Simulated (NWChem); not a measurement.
System: BHOF₂; SMILES OB(F)F

```xyz
5

B     -0.0064    -0.0228     0.0000
F      1.2140     0.4986     0.0000
F     -0.1245    -1.3347     0.0000
O     -1.1080     0.7441     0.0000
H     -0.9098     1.6859     0.0000
```
Atoms are numbered in this order, from 1.

All runs: NWChem. Pople sets run with spherical d functions. The geometry was optimised at PBE0/def2-SVP. Ions are spin-unrestricted doublets at the neutral geometry; other ion states weren't tried.

### Question
Among these, which level gives the lowest value of “−ε(HOMO) (eV)”?
A. CAM-B3LYP/6-31G*
B. PBE0/6-31G*
C. PBE/6-31G*
D. Hartree-Fock/6-31G*

### Answer
C, PBE/6-31G*. Values: PBE/6-31G* 8.31; PBE0/6-31G* 10.27; CAM-B3LYP/6-31G* 11.72; Hartree-Fock/6-31G* 15.12
